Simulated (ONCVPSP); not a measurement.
**Potentials for Ti compared**

Generated with ld1.x 7.5 (TM, RRKJ, ultrasoft, PAW), atompaw 4.2 or ONCVPSP 4.0.1. The cutoff is in Ry: for ld1.x and atompaw files where the sum of valence levels is converged to 10 mRy in a Bessel basis, for ONCV files where the hardest occupied wave has 1 mHa per electron of residual kinetic energy. The error is the largest all-electron minus pseudo excitation energy over each file’s own four to seven test configurations (ionisations up to +4, promotions, holes and added fractions of an electron), all of which were solved. The labels leave out finer settings (local radius, basis sizes, second energies), which also bear on the numbers. Spin-polarised tests are not counted. The rows are a selection from randomly drawn settings: files with unsolved tests, undetermined cutoffs or missed reference levels are left out.

```tsv
potential	cutoff (Ry)	largest error (meV)	bound ghosts
ONCV, PBE, scalar-relativistic, rc 2.00/1.50/1.75 (spd), local smoothed, core correction yes, reference 3s2 3p6 3d2 4s2, qcut 6.7/8.6/9.9, projectors 2/3/2	66	+34	none
ONCV, PBE, scalar-relativistic, rc 1.90/1.60/1.85 (spd), local p, core correction yes, reference 3s2 3p6 3d2 4s2, qcut 6/7.2/9.1, projectors 2/0/2	61	+44	none
ONCV, PBE, non-relativistic, rc 1.55/1.80/2.25 (spd), local smoothed, core correction yes, reference 3s2 3p6 3d2 4s1 4p1, qcut 8.1/6.2/5.7, projectors 2/2/2	42	+204	none
```

Problem. Fill in the row for Ti: ONCV, PBEsol, scalar-relativistic, rc 1.65/1.45/1.20 (spd), local smoothed, core correction no, reference 3s2 3p6 3d2 4s2, qcut 7.5/8.2/7.7, projectors 2/1/2.

Solution. cutoff 293 Ry, largest error +17 meV, bound ghosts: none.

Problem. Fill in the row for Ti: ONCV, PBE, scalar-relativistic, rc 1.35/1.15/1.35 (spd), local smoothed, core correction yes, reference 3s2 3p6 3d2 4s2, qcut 7/6.3/12.7, projectors 2/1/2.

Solution. cutoff 104 Ry, largest error +9.5 meV, bound ghosts: none.
